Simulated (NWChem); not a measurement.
FeHOF, quintet; SMILES [Fe]([F])[OH]

```xyz
4

Fe    -0.0038    -0.0194     0.0000
F     -0.0066    -1.7592     0.0000
O     -0.0645     1.7465     0.0000
H      0.6749     2.3653     0.0000
```
Atoms are numbered in this order, from 1.

Program: NWChem. Pople sets run with spherical d functions. Spin-unrestricted. In the optimisation the excess spin sits in a' and a" (Cs, its own frame). Geometry: optimised at B3LYP/6-31G* (spherical d), spin-unrestricted. The spin multiplicity was typed, not searched, and may not be the lowest. No stability test was run on the SCF state.

### Question
What does the run give for RPBE/6-31G*? Quantities: highest occupied level (eV); lowest empty minus highest occupied level, either spin (eV); dipole (D); <S²>.

### Answer
```json
{
 "highest occupied level (eV)": "-4.31",
 "lowest empty minus highest occupied level, either spin (eV)": "0.32",
 "dipole (D)": "1.91",
 "<S²>": "6.01"
}
```
